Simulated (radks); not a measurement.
The numbers below are computed, except where a source is named.
Te V, configuration [Kr] 4d10 5s2.

Level of theory: scalar-relativistic Kohn-Sham, PBE, spin-polarised, spherical densities, point nucleus (a radial shooting solver on a logarithmic mesh with Libxc functionals).

Energy parts (hartree):
part                        energy
total                  -6791.13613
kinetic                 7115.81969
electron-nucleus      -16351.64006
Hartree                 2618.96090
exchange-correlation    -174.27666

Orbitals (lengths in bohr, moments of r in powers of bohr; <r^-3> diverges for s and p1/2):
orbital	occ.	eigenvalue (hartree)	<r^-3>
1s	2	-1163.985	-
2s	2	-179.8605	-
2p	6	-161.6217	5395
3s	2	-37.07795	-
3p	6	-31.14946	1021
3d	10	-22.18786	140.6
4s	2	-7.63149	-
4p	6	-5.79265	194.7
4d	10	-3.10825	19.87
4f	0	-0.76217	0.6103
5s	2	-1.95650	-
5p	0	-1.52384	27.66
5d	0	-0.95832	2.358
6s	0	-0.85779	-

The highest occupied level is 5s at -53.239 eV. For comparison, the ionisation energy in NIST's Atomic Spectra Database is 59 eV (measured). In exact Kohn-Sham theory the highest level is minus the ionisation energy, but local and semilocal functionals leave it too shallow, through self-interaction and a potential that decays too fast; potentials with the right tail come closer. The density falls to 0.001 e/bohr^3 at r = 3.24 bohr.
